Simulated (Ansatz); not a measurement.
Ansatz (a quantum-chemistry and plane-wave program) input (B3LYP-D3(BJ)/def2-TZVP):

Ansatz 0.2 input:
```yaml
crystal:
  periodic: [false, false, false]
  atoms:
    - {symbol: C, position_ang: [-0.34954182, -0.12576560, -0.97494392]}
    - {symbol: O, position_ang: [-0.24483936, -0.09390973, 0.27394153]}
    - {symbol: H, position_ang: [0.60793301, 0.17067420, 0.70465876]}
basis:
  gaussian:
    orbitals: def2-TZVP
hamiltonian:
  xc: b3lyp
  dispersion: d3bj
magnetization: {spin_polarized: true, initial_magnetization: 1}
relax: {f_tol: 0.002, max_steps: 150}
```

End of the output:

```
the calculation of the forces begins
reference -3097.64712216 eV, -113.8364320787 hartree; 8, 7 occupied and 60, 61 virtual orbitals, 375 factors
relax step   5: F+E_penalty+E_count = -3097.68166381 eV  Δ(F+E_penalty+E_count) = -1.459e-4 eV  max|allowed force component| = 1.488e-3 eV/Å  Δτ_max = 0.0017 Å  (39 SCF iters, accepted)
integrals: 0.01 GiB planned
375 factors; their error is unknown
mean field: 0.15 GiB planned
mean field evaluation 64: about -3097.4493 eV, gradient 6.7e0 eV
mean field -3097.64695179 eV, -113.8364258176 hartree, gradient 2.2e-5 eV, S^2 0.754143; 2 other end points of the search recorded, 0 dependent functions left out
the calculation of the forces begins
reference -3097.64712216 eV, -113.8364320787 hartree; 8, 7 occupied and 60, 61 virtual orbitals, 375 factors
Total energy: -3097.68183418 eV, -113.8377077221 hartree
Atom 0 at    -0.327493    -0.118923    -0.967815 Å, force     0.000036     0.000011     0.000274 eV/Å
Atom 1 at    -0.266926    -0.100781     0.297976 Å, force     0.001452     0.000451     0.000397 eV/Å
Atom 2 at     0.607971     0.170702     0.673495 Å, force    -0.001488    -0.000462    -0.000671 eV/Å
Dipole moment:     0.339939     0.105323     0.451961 e Å
```

It need not be the lowest isomer of its formula.
